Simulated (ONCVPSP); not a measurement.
## Cutoff test, selenium (Se), ONCV

selenium (Se), optimised norm-conserving Vanderbilt (ONCV), made with ONCVPSP 4.0.1 (LDA (Perdew-Zunger), scalar-relativistic). Core [Ar] 3d10, reference 4s2 4p4. Waves: 4s: rc 1.40 bohr, ncon 4, nbas 8, qcut 4.3 1/bohr, 2 projectors, debl 3.9 Ha; 4p: rc 1.70 bohr, ncon 3, nbas 6, qcut 5.7 1/bohr, 2 projectors, debl 1.4 Ha; d scattering state at 0.14 Ha: rc 1.45 bohr, ncon 5, nbas 10, qcut 6.8 1/bohr, 1 projector. Local part: polynomial inside 1.00 bohr (lpopt 5, dvloc0 6 Ha). Core correction: Teter function fitted to the true core (icmod 2), fcfact 0.55.

Problem. For each optimised wave give the share of its norm inside rc, the residual kinetic energy above qcut (Ha) and the cutoffs (Ha) for errors of 10, 1, 0.1 and 0.01 mHa per electron.

Solution.

| wave | norm inside rc | residual KE | 10 mHa | 1 mHa | 0.1 mHa | 0.01 mHa |
| --- | --- | --- | --- | --- | --- | --- |
| 4s | 0.296 | 4.2e-03 | 7.9 | 18.2 | 62.4 | 81.1 |
| s projector 2 | 0.087 | 3.2e-02 | 11.8 | 68.6 | 118.6 | 152.9 |
| 4p | 0.288 | 2.1e-05 | 3.2 | 10.7 | 14.1 | 22.2 |
| p projector 2 | 0.205 | 7.7e-05 | 7.1 | 12.1 | 16.3 | 55.1 |
| d projector 1 | 0.014 | 3.2e-03 | 16.4 | 66.3 | 168.4 | 187.3 |

The occupied waves need 18 Ha and 62 Ha for 1 and 0.1 mHa. Note: no bound ghost flagged; GHOST(+) flagged for s at 129.3 eV.
